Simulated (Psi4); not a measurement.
CAuO (SMILES [O+]#[C-]->[Au+]), charge +1, singlet, geometry from GFN2-xTB (such geometries of metal compounds can be far from the true shape) (the multiplicity is a formal guess) (core potentials on Au); HF/def2-SVP run with Psi4 1.11.

Psi4 was given this input:
```
memory 2 GB

molecule mol {
1 1
Au   -0.000000   -0.000000   -0.375757
O     0.000000    0.000000    2.594773
C     0.000000    0.000000    1.487766
}

set {
  basis def2-svp
  reference rhf
  df_basis_scf cc-pvtz-jkfit
}

energy('scf')
print_variables()
```

### Question
Predict the main parts of the log of this Psi4 run.

### Answer

```
   => Loading Basis Set <=

    Name: DEF2-SVP
    Role: ORBITAL
    Keyword: BASIS

    !!!  WARNING: ECP capability is in beta. Please check occupations closely.  !!!

         ---------------------------------------------------------
                                   SCF
               by Justin Turney, Rob Parrish, Andy Simmonett
                          and Daniel G. A. Smith
                              RHF Reference
         ---------------------------------------------------------

  ==> Geometry <==

    Molecular point group: c2v
    Full point group: C_inf_v

    Geometry (in Angstrom), charge = 1, multiplicity = 1:

       Center              X                  Y                   Z               Mass
    ------------   -----------------  -----------------  -----------------  -----------------
         AU           0.000000000000     0.000000000000    -0.310611615223   196.966568790000
         O            0.000000000000     0.000000000000     2.659918384777    15.994914619570
         C            0.000000000000     0.000000000000     1.552911384777    12.000000000000

  Running in c2v symmetry.

  Rotational constants: A = ************  B =      0.10464  C =      0.10464 [cm^-1]
  Rotational constants: A = ************  B =   3136.88939  C =   3136.88939 [MHz]
  Nuclear repulsion =   82.394972573425477

  Charge       = 1
  Multiplicity = 1
  Electrons    = 32
  Nalpha       = 16
  Nbeta        = 16

  ==> Algorithm <==

  SCF Algorithm Type is DF.
  DIIS enabled.
  MOM disabled.
  Fractional occupation disabled.
  Guess Type is SAD.
  Energy threshold   = 1.00e-06
  Density threshold  = 1.00e-06
  Integral threshold = 1.00e-12

  ==> Primary Basis <==

  Basis Set: DEF2-SVP
    Blend: DEF2-SVP
    Number of shells: 24
    Number of basis functions: 60
    Number of Cartesian functions: 67
    Spherical Harmonics?: true
    Max angular momentum: 3

  Core potential: DEF2-SVP
    Number of shells: 4
    Number of ECP primitives: 14
    Number of ECP core electrons: 60
    Max angular momentum: 3

Traceback (most recent call last):
  File "psi4", line 375, in <module>
  File "<string>", line 25, in <module>
  File "site-packages/psi4/driver/driver.py", line 533, in energy
  File "site-packages/psi4/driver/procrouting/proc.py", line 2760, in run_scf
  File "site-packages/psi4/driver/procrouting/proc.py", line 1939, in scf_helper
  File "site-packages/psi4/driver/procrouting/proc.py", line 1462, in scf_wavefunction_factory
  File "site-packages/psi4/driver/p4util/python_helpers.py", line 169, in _pybuild_basis
  File "site-packages/psi4/driver/qcdb/libmintsbasisset.py", line 722, in pyconstruct
  File "site-packages/psi4/driver/qcdb/libmintsbasisset.py", line 976, in construct

psi4.driver.qcdb.exceptions.BasisSetNotFound: BasisSet::construct: Unable to find a basis set for atom 1 for key JKFIT among:
  Shell Entries: ['AU']
  Basis Sets: [('CC-PVTZ-JKFIT', 'CC-PVTZ-JKFIT', None)]
  File Path: tmpg52ddcyk, tmpg52ddcyk, basis
  Input Blocks:

Printing out the relevant lines from the Psithon --> Python processed input file:
    ""","mol")
    core.IO.set_default_namespace("mol")
    core.set_global_option("BASIS", "def2-svp")
    core.set_global_option("REFERENCE", "rhf")
    core.set_global_option("DF_BASIS_SCF", "cc-pvtz-jkfit")
--> energy('scf')
    print_variables()

!----------------------------------------------------------------------------------!
!                                                                                  !
!  BasisSet::construct: Unable to find a basis set for atom 1 for key JKFIT among: !
!   Shell Entries: ['AU']                                                          !
!   Basis Sets: [('CC-PVTZ-JKFIT', 'CC-PVTZ-JKFIT', None)]                         !
!   File Path: tmpg52ddcyk,      !
!     tmpg52ddcyk,               !
!     basis                                          !
!   Input Blocks:                                                                  !
!                                                                                  !
!----------------------------------------------------------------------------------!

QcdbException BasisSetNotFound: BasisSet::construct: Unable to find a basis set for atom 1 for key JKFIT among:
  Shell Entries: ['AU']
  Basis Sets: [('CC-PVTZ-JKFIT', 'CC-PVTZ-JKFIT', None)]
  File Path: tmpg52ddcyk, tmpg52ddcyk, basis
  Input Blocks:
```

The program refused the input.
